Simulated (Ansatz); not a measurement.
The cluster SbAs₂⁺ (the lowest singlet isomer of a short search). Charge 1, multiplicity 1. Geometry r2SCAN-D4/def2-TZVP, basis def2-TZVP, Ansatz.

```xyz
3

As    0.1394   -1.3741    0.0469
As    0.5027    0.5815   -1.1485
Sb   -0.6421    0.7926    1.1016
```

```
run  HOMO (eV)  LUMO (eV)
  A     -12.07      -9.20
  B     -11.78      -9.56
  C     -11.51      -9.54
  D     -13.52      -7.82
  E     -11.30      -9.41
  F     -11.71      -9.80
```

In the def2 sets Sb takes a core potential; there is no spin–orbit coupling. HSE06 is defined as in plane-wave codes, on full-range PBE exchange. The structure comes from a short search, and lower isomers may exist.

Problem. The runs used BLYP, CAM-B3LYP, HSE06, LDA (SPW92), PBE, r2SCAN. Estimate which is which.

Solution. A HSE06 (range-separated); B r2SCAN (0 % exact exchange); C PBE (0 % exact exchange); D CAM-B3LYP (range-separated); E BLYP (0 % exact exchange); F LDA (SPW92) (0 % exact exchange). Exact exchange lowers occupied and raises empty levels; among semilocal functionals meta-GGAs tend to open the gap a little, and such runs are hard to tell apart. The gap grows from 1.89 eV (BLYP) to 5.70 eV (CAM-B3LYP).
